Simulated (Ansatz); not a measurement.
Total energies of Au2F2 from Ansatz at PBE0-D4/def2-TZVP, gas phase (1 Eh = 27.2114 eV = 2625.5 kJ/mol). The reference geometry is relaxed at PBE0-D4/def2-TZVP.

```xyz
4

Au   -1.635    0.031    0.987
Au    0.532   -0.010   -0.321
F     1.487   -0.591    1.234
F    -0.384    0.571   -1.901
```

```csv
state,geometry,energy (Eh)
charge 0 singlet,reference,-471.03040
charge 1 doublet,reference,-470.64278
charge 1 doublet,relaxed at PBE0-D4/def2-TZVP,-470.64971
charge 0 triplet,relaxed at PBE0-D4/def2-TZVP,-470.97975
charge 0 quintet,relaxed at PBE0-D4/def2-TZVP,-470.87537
free Au atom (doublet),–,-135.70229
free F atom (doublet),–,-99.67617
```

In the def2 sets Au takes a core potential; there is no spin–orbit coupling.

Task: Work out the vertical ionisation energy to the doublet.

Result: E(charge 1 doublet) − E(charge 0 singlet) = -470.64278 − (-471.03040) = 0.38762 Eh = 10.55 eV. For comparison, −ε of the highest occupied level is 8.38 eV at this level, 2.17 eV less.

Task: How much does the charge 1 doublet relax, and what is the adiabatic ionisation energy?

Result: Relaxation: -470.64278 − (-470.64971) = 0.00693 Eh = 0.19 eV. Adiabatic ionisation energy: 0.38069 Eh = 10.36 eV, without zero-point energy. 

Task: Which of the charge 0 states is lowest, and how far above it are the others?

Result: The singlet. triplet: -470.97975 − (-471.03040) = 0.05065 Eh = 133.0 kJ/mol; quintet: -470.87537 − (-471.03040) = 0.15503 Eh = 407.0 kJ/mol. The triplet differs in its bonds from the reference. The quintet differs in its bonds from the reference.

Task: What is the binding energy per atom against free atoms?

Result: Atoms: 2 × (-135.70229) + 2 × (-99.67617) = -470.75692 Eh. Binding: -470.75692 − (-471.03040) = 0.27348 Eh = 7.44 eV, or 1.86 eV for each of 4 atoms (no zero-point energy, no counterpoise term).

The structure comes from a short search, and lower isomers may exist.
